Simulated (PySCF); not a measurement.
# Electron correlation in Te²⁺ (tellurium, charge +2)

[Kr] 4d10 5s2 5p2, high-spin 3P determinant. Computed with PySCF 2.14 in cc-pVDZ-PP with ECP28MDF, with a scalar-relativistic core potential. Frozen: 4s2 4p6 4d10; 4 electrons correlated.

MP2 pair energies summed by pair of shells (mhartree):

| pair | energy | share (%) |
| --- | --- | --- |
| 5s-5p | -22.05 | 61.1 |
| 5s-5s | -10.46 | 29.0 |
| 5p-5p | -3.60 | 10.0 |

Total MP2 correlation energy: -36.12 mhartree.

Same-spin part -5.84 and opposite-spin part -30.28 mhartree; SCS-MP2 scales them by 1/3 and 6/5 to -38.28 mhartree.

```csv
level,correlation energy (mhartree)
CCSD,-50.30
(T),-0.45
CCSD(T),-50.75
```

Diagnostics: T1 = 0.0061, D1 = 0.0166, largest double amplitude 0.094.

Is a single reference adequate?

Mostly. T1 lies below 0.03, but a double amplitude of this size points to a near-degeneracy that CCSD handles and MP2 describes poorly.
